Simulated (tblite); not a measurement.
Species: C5H3F2OS2 (charge -1).
Bonds: F1–C2, C2–F3, C2–O4, O4–C5, C5–C6 (aromatic), C6–C7 (aromatic), C7–S8 (aromatic), S8–C9 (aromatic), C9–S10, C5–C9 (aromatic). Hydrogens: H11 on C2; H12 on C6; H13 on C7.
Bond orders are those of one Lewis drawing.

Computed with GFN2-xTB (tblite), gas phase: Langevin dynamics at 400 K from the optimised GFN2-xTB geometry, time step 0.5 fs, friction 0.01 fs⁻¹, 2000 steps.

Start geometry:
```
atom  x, y, z in Å
F1      2.630   -0.542   -0.837
C2      2.045   -0.366    0.406
F3      2.903   -0.994    1.247
O4      0.857   -0.966    0.473
C5     -0.271   -0.181    0.135
C6     -1.270   -0.746   -0.683
C7     -2.324    0.081   -0.887
S8     -2.100    1.601   -0.082
C9     -0.525    1.102    0.579
S10     0.399    2.124    1.543
H11     2.053    0.714    0.625
H12    -1.184   -1.741   -1.086
H13    -3.218   -0.085   -1.453
```

The statistics below take the 31 frames saved every 25 fs from 250 to 1000 fs; their kinetic temperature (all 3N coordinates) averages 413 K.

Q: Give the mean, spread and extremes of the bond lengths.

A: 
| bond | start (Å) | mean (Å) | standard deviation (Å) | shortest (Å) | longest (Å) |
| --- | --- | --- | --- | --- | --- |
| F1–C2 | 1.385 | 1.391 | 0.039 | 1.298 | 1.479 |
| C2–F3 | 1.355 | 1.359 | 0.029 | 1.319 | 1.448 |
| C2–O4 | 1.332 | 1.338 | 0.036 | 1.269 | 1.422 |
| O4–C5 | 1.416 | 1.431 | 0.034 | 1.376 | 1.517 |
| C5–C6 | 1.409 | 1.410 | 0.024 | 1.360 | 1.453 |
| C6–C7 | 1.355 | 1.356 | 0.023 | 1.320 | 1.405 |
| C7–S8 | 1.734 | 1.744 | 0.049 | 1.661 | 1.861 |
| S8–C9 | 1.780 | 1.785 | 0.042 | 1.714 | 1.895 |
| C9–S10 | 1.682 | 1.685 | 0.034 | 1.628 | 1.795 |
| C5–C9 | 1.380 | 1.380 | 0.040 | 1.294 | 1.460 |
| C2–H11 | 1.102 | 1.106 | 0.033 | 1.060 | 1.219 |
| C6–H12 | 1.076 | 1.076 | 0.021 | 1.042 | 1.130 |
| C7–H13 | 1.071 | 1.077 | 0.032 | 1.012 | 1.134 |

Q: How far does each atom move about its mean position (frames aligned on the start, all atoms weighted alike), and what rms force does it feel?

A: 
```json
{"atom": "F1", "rms displacement (Å)": "0.31", "rms force (eV/Å)": "1.20"}
{"atom": "C2", "rms displacement (Å)": "0.09", "rms force (eV/Å)": "2.08"}
{"atom": "F3", "rms displacement (Å)": "0.23", "rms force (eV/Å)": "1.04"}
{"atom": "O4", "rms displacement (Å)": "0.16", "rms force (eV/Å)": "1.69"}
{"atom": "C5", "rms displacement (Å)": "0.14", "rms force (eV/Å)": "2.50"}
{"atom": "C6", "rms displacement (Å)": "0.10", "rms force (eV/Å)": "1.74"}
{"atom": "C7", "rms displacement (Å)": "0.10", "rms force (eV/Å)": "1.87"}
{"atom": "S8", "rms displacement (Å)": "0.15", "rms force (eV/Å)": "1.48"}
{"atom": "C9", "rms displacement (Å)": "0.14", "rms force (eV/Å)": "2.18"}
{"atom": "S10", "rms displacement (Å)": "0.18", "rms force (eV/Å)": "0.98"}
{"atom": "H11", "rms displacement (Å)": "0.31", "rms force (eV/Å)": "1.22"}
{"atom": "H12", "rms displacement (Å)": "0.19", "rms force (eV/Å)": "0.84"}
{"atom": "H13", "rms displacement (Å)": "0.18", "rms force (eV/Å)": "1.14"}
```

The displacements run from 0.09 to 0.31 Å.

Q: How widely does the potential energy scatter, against a harmonic estimate?

A: Mean 0.60 eV above the start, standard deviation 0.145 eV, range 0.34 to 0.98 eV. For 33 classical harmonic modes at 400 K the canonical values are 33kT/2 = 0.57 eV and kT·√(33/2) = 0.140 eV.

The run is classical and short, so these are rough statistics of one trajectory.

What follows is the cost of the whole dynamics run. On one thread, Intel Xeon Platinum 8488C (x86_64), no GPU, shared host with 192 logical CPUs at a one-minute load of 43, this took 18 s and 0.18 GiB of memory at its peak.
